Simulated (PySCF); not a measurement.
Compound: C2H10AlAs.
Z-matrix (Å and degrees, PBE0-D3(BJ)/def2-SVP geometry), rows numbered from 1:
```
C 
C   1  1.5278
Al  2  1.9831  1  116.21
As  3  2.6440  2   98.21  1   -56.00
H   1  1.1036  2  112.94  3  -175.58
H   1  1.1027  2  111.86  3   -54.81
H   1  1.1049  2  112.02  3    64.53
H   2  1.1056  1  110.44  3  -124.89
H   2  1.1071  1  109.52  3   120.64
H   3  1.6060  2  118.89  1    44.51
H   3  1.6048  2  119.31  1  -157.88
H   4  1.5113  3  120.56  2    69.72
H   4  1.5109  3  119.69  2  -170.01
H   4  1.5121  3  119.91  2   -50.37
```

Computed with PySCF, PBE0-D3(BJ)/def2-SVP geometry optimisation, gas phase.

Take the most abundant isotopes and a rigid rotor. The values belong to one conformer with, in the numbering `[CH3:1][CH2:2][AlH2-:3][AsH3+:4]`, C1–C2–Al3–As4 -56°.

Task: What are A, B and C (MHz)?

Result: Ia = 106.92, Ib = 322.52, Ic = 398.82 u·Å²; 505379 MHz·u·Å²/I gives A = 4727, B = 1567, C = 1267 MHz.

Task: Classify the top.

Result: An asymmetric top; Ray's κ = -0.827.

Task: What does the inertial defect say?

Result: Not planar: Δ = Ic − Ia − Ib = -30.62 u·Å². For a rigid frame Δ = −2 Σ m c², so Σ m c² = 15.31 u·Å² lies off the ab plane: 10.90 from hydrogen and 4.42 from heavier atoms. The atom farthest from that plane is 1.72 Å away.

Task: Give the coordinates in the principal-axis frame, origin at the centre of mass.

Result: The sense of each axis is arbitrary; atoms in the order of the calculation.
```tsv
atom	mass (u)	a (Å)	b (Å)	c (Å)
C1	12.000	-2.292	1.432	0.280
C2	12.000	-2.286	0.112	-0.489
Al3	26.982	-1.009	-1.266	0.145
As4	74.922	1.206	0.167	-0.020
H5	1.008	-3.074	2.129	-0.067
H6	1.008	-2.456	1.277	1.360
H7	1.008	-1.333	1.971	0.185
H8	1.008	-2.115	0.294	-1.566
H9	1.008	-3.292	-0.348	-0.443
H10	1.008	-0.884	-1.541	1.723
H11	1.008	-0.540	-2.426	-0.861
H12	1.008	1.451	1.316	0.930
H13	1.008	2.548	-0.507	0.148
H14	1.008	1.528	0.914	-1.295
```

Task: Predict some low-J microwave lines.

Result: The dipole components are |μa| = 2.73 D, |μb| = 2.34 D, |μc| = 0.48 D. Intensities carry the squares of the components, which stand as 1.00 : 0.74 : 0.03 (a : b : c). Some lines, for components of 0.1 D or more:

| type | branch | J(Ka,Kc) | MHz | lower level (cm⁻¹) |
| --- | --- | --- | --- | --- |
| b | R | 2(0,2) ← 1(1,1) | 2488 | 0.200 |
| b | Q | 4(1,3) ← 4(0,4) | 5051 | 0.935 |
| a | R | 3(2,2) ← 2(2,1) | 8502 | 0.725 |
| a | R | 3(2,1) ← 2(2,0) | 8583 | 0.726 |
| b | R | 4(0,4) ← 3(1,3) | 8640 | 0.647 |
| b | Q | 2(2,0) ← 2(1,1) | 9499 | 0.409 |
| a | R | 4(3,1) ← 3(3,0) | 11380 | 1.561 |
| b | Q | 3(3,0) ← 3(2,1) | 16460 | 1.012 |
| c | R | 3(3,1) ← 2(2,1) | 25062 | 0.725 |
| c | R | 4(3,1) ← 3(2,1) | 27839 | 1.012 |
| b | R | 4(3,1) ← 3(2,2) | 27941 | 1.009 |

Whether it is a minimum is left open (no frequencies). Constants of a rigid frame at the computed geometry: no zero-point averaging, no centrifugal distortion. A rigid rotor knows nothing of internal rotation, which can split or shift real lines. Quadrupole hyperfine structure (27Al, 75As) is left out.
